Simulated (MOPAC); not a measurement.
Job for MOPAC: PM6 on C3H7Cl (a complex).

```
PM6 1SCF PRECISE CHARGE=0 THREADS=1
C3H7Cl

C      0.54158541 1    -0.47513715 1     0.21440206 1
C     -0.39644416 1     0.46075376 1     0.22515610 1
H      0.53829570 1    -1.28306080 1     0.93615322 1
H      1.34178418 1    -0.47278051 1    -0.51613677 1
H     -0.40370765 1     1.26947999 1    -0.49598543 1
H     -1.19576630 1     0.44792732 1     0.95627562 1
C      0.49287274 1     0.36851657 1     3.91508843 1
Cl    -0.76649666 1    -0.89924507 1     3.73131800 1
H      0.06097768 1     1.19747109 1     4.46765888 1
H      1.32826172 1    -0.06031537 1     4.46030667 1
H      0.79855871 1     0.68266889 1     2.92201754 1
```

Output:

```
*******************************************************************************
 **                                                                           **
 **                              MOPAC v23.2.5                                **
 **                                                                           **
 *******************************************************************************
 ** MOPAC's Digital Object Identifier: https://doi.org/10.5281/zenodo.6511958 **
 **                                                                           **
 ** Please cite the open-source release paper for use of this MOPAC version:  **
 ** J. E. Moussa and J. J. P. Stewart (2026)                                  **
 ** MOPAC: An open-source semiempirical molecular orbital program             **
 ** J. Open Source Softw., 11(119), 8025, https://doi.org/10.21105/joss.08025 **
 *******************************************************************************

                              PM6 CALCULATION RESULTS

 *******************************************************************************
 *  PM6        - The PM6 Hamiltonian to be used
 *
 *
 *
 *                 CHARGE ON SYSTEM = 0
 *
 *
 *
 *  PRECISE    - TIGHTER CRITERIA TO BE USED
 *  1SCF       - DO 1 SCF AND THEN STOP
 *  THREADS=1  - MULTI-THREADING NOT USED
 *  T=         - A TIME OF 172800.0 SECONDS REQUESTED
 *  DUMP=N     - RESTART FILE WRITTEN EVERY 7200.0 SECONDS REQUESTED
 *******************************************************************************
PM6 1SCF PRECISE CHARGE=0 THREADS=1
 C3H7Cl

   ATOM   CHEMICAL          X               Y               Z
  NUMBER   SYMBOL      (ANGSTROMS)     (ANGSTROMS)     (ANGSTROMS)

     1       C          0.54158541  *  -0.47513715  *   0.21440206  *
     2       C         -0.39644416  *   0.46075376  *   0.22515610  *
     3       H          0.53829570  *  -1.28306080  *   0.93615322  *
     4       H          1.34178418  *  -0.47278051  *  -0.51613677  *
     5       H         -0.40370765  *   1.26947999  *  -0.49598543  *
     6       H         -1.19576630  *   0.44792732  *   0.95627562  *
     7       C          0.49287274  *   0.36851657  *   3.91508843  *
     8      Cl         -0.76649666  *  -0.89924507  *   3.73131800  *
     9       H          0.06097768  *   1.19747109  *   4.46765888  *
    10       H          1.32826172  *  -0.06031537  *   4.46030667  *
    11       H          0.79855871  *   0.68266889  *   2.92201754  *



          CARTESIAN COORDINATES

    NO.       ATOM           X           Y           Z

     1         C          0.5416     -0.4751      0.2144
     2         C         -0.3964      0.4608      0.2252
     3         H          0.5383     -1.2831      0.9362
     4         H          1.3418     -0.4728     -0.5161
     5         H         -0.4037      1.2695     -0.4960
     6         H         -1.1958      0.4479      0.9563
     7         C          0.4929      0.3685      3.9151
     8        Cl         -0.7665     -0.8992      3.7313
     9         H          0.0610      1.1975      4.4677
    10         H          1.3283     -0.0603      4.4603
    11         H          0.7986      0.6827      2.9220

 General Reference for PM6:
 "Optimization of Parameters for Semiempirical Methods V: Modification of NDDO Approximations
 and Application to 70 Elements", J. J. P. Stewart, J. Mol. Mod., 13, 1173-1213 (2007)
 URL: https://link.springer.com/article/10.1007/s00894-007-0233-4

           Empirical Formula: C3 H7 Cl  =    11 atoms



      MOLECULAR POINT GROUP   :   Cs


      RHF CALCULATION, NO. OF DOUBLY OCCUPIED LEVELS = 13


 -------------------------------------------------------------------------------
 PM6 1SCF PRECISE CHARGE=0 THREADS=1
 C3H7Cl



     1SCF WAS SPECIFIED, SO BFGS WAS NOT USED
     SCF FIELD WAS ACHIEVED


                              PM6 CALCULATION
                                                       MOPAC v23.2.5 Linux




          FINAL HEAT OF FORMATION =          0.33528 KCAL/MOL =       1.40282 KJ/MOL


          COSMO AREA              =        130.42 SQUARE ANGSTROMS
          COSMO VOLUME            =        116.92 CUBIC ANGSTROMS

          IONIZATION POTENTIAL    =         10.666121 EV
          HOMO LUMO ENERGIES (EV) =        -10.666  0.734
          NO. OF FILLED LEVELS    =         13
          MOLECULAR WEIGHT        =         78.5413         POINT GROUP:  Cs

          MOLECULAR DIMENSIONS (Angstroms)

            Atom       Atom       Distance
            H    10    H     5     5.41599
            H     4    H     9     3.90802
           Cl     8    H    11     2.26723


          SCF CALCULATIONS        =          1





   ATOM   CHEMICAL          X               Y               Z
  NUMBER   SYMBOL      (ANGSTROMS)     (ANGSTROMS)     (ANGSTROMS)

     1       C          0.54158541  *  -0.47513715  *   0.21440206  *
     2       C         -0.39644416  *   0.46075376  *   0.22515610  *
     3       H          0.53829570  *  -1.28306080  *   0.93615322  *
     4       H          1.34178418  *  -0.47278051  *  -0.51613677  *
     5       H         -0.40370765  *   1.26947999  *  -0.49598543  *
     6       H         -1.19576630  *   0.44792732  *   0.95627562  *
     7       C          0.49287274  *   0.36851657  *   3.91508843  *
     8      Cl         -0.76649666  *  -0.89924507  *   3.73131800  *
     9       H          0.06097768  *   1.19747109  *   4.46765888  *
    10       H          1.32826172  *  -0.06031537  *   4.46030667  *
    11       H          0.79855871  *   0.68266889  *   2.92201754  *

                             CARTESIAN COORDINATES

   1    C        0.541585410    -0.475137150     0.214402060
   2    C       -0.396444160     0.460753760     0.225156100
   3    H        0.538295700    -1.283060800     0.936153220
   4    H        1.341784180    -0.472780510    -0.516136770
   5    H       -0.403707650     1.269479990    -0.495985430
   6    H       -1.195766300     0.447927320     0.956275620
   7    C        0.492872740     0.368516570     3.915088430
   8   Cl       -0.766496660    -0.899245070     3.731318000
   9    H        0.060977680     1.197471090     4.467658880
  10    H        1.328261720    -0.060315370     4.460306670
  11    H        0.798558710     0.682668890     2.922017540


           Empirical Formula: C3 H7 Cl  =    11 atoms



      MOLECULAR POINT GROUP   :   Cs


                  EIGENVALUES
 -27.27189 -26.89148 -24.27480 -20.36445 -16.25020 -15.25739 -15.19585 -14.39394
 -14.22520 -12.10215 -10.75555 -10.74963 -10.66612   0.73355   1.16482   5.04116
   5.08311   5.57903   5.66754   5.68419   6.37858   6.45583   6.58650  89.13345
  89.14278  89.16283  89.52210  89.52300


              NET ATOMIC CHARGES AND DIPOLE CONTRIBUTIONS

  ATOM NO.   TYPE          CHARGE      No. of ELECS.   s-Pop       p-Pop       d-Pop
    1          C          -0.293711        4.2937     1.12037     3.17334
    2          C          -0.293695        4.2937     1.12036     3.17333
    3          H           0.150846        0.8492     0.84915
    4          H           0.143090        0.8569     0.85691
    5          H           0.143075        0.8569     0.85693
    6          H           0.150790        0.8492     0.84921
    7          C          -0.357690        4.3577     1.11049     3.24720
    8         Cl          -0.149329        7.1493     1.99068     5.15245     0.00620
    9          H           0.166892        0.8331     0.83311
   10          H           0.166908        0.8331     0.83309
   11          H           0.172825        0.8272     0.82718
 DIPOLE           X         Y         Z       TOTAL
 POINT-CHG.     1.444     1.453     0.235     2.061
 HYBRID        -0.095    -0.095    -0.026     0.137
 SUM            1.348     1.357     0.210     1.925


          ATOMIC ORBITAL ELECTRON POPULATIONS

     Atom    s        px        py        pz      x^2-y^2     xz        z^2       yz        xy
    1  C   1.12037   1.04417   1.04636   1.08281
    2  C   1.12036   1.04515   1.04527   1.08292
    3  H   0.84915
    4  H   0.85691
    5  H   0.85693
    6  H   0.84921
    7  C   1.11049   1.03313   1.03111   1.18295
    8 Cl   1.99068   1.58502   1.57953   1.98790   0.00115   0.00069   0.00098   0.00070   0.00268
    9  H   0.83311
   10  H   0.83309
   11  H   0.82718

 **********************
 *                    *
 * JOB ENDED NORMALLY *
 *                    *
 **********************




 == MOPAC DONE ==
```

The run finished.

Cost: very roughly 0.03 core-seconds.
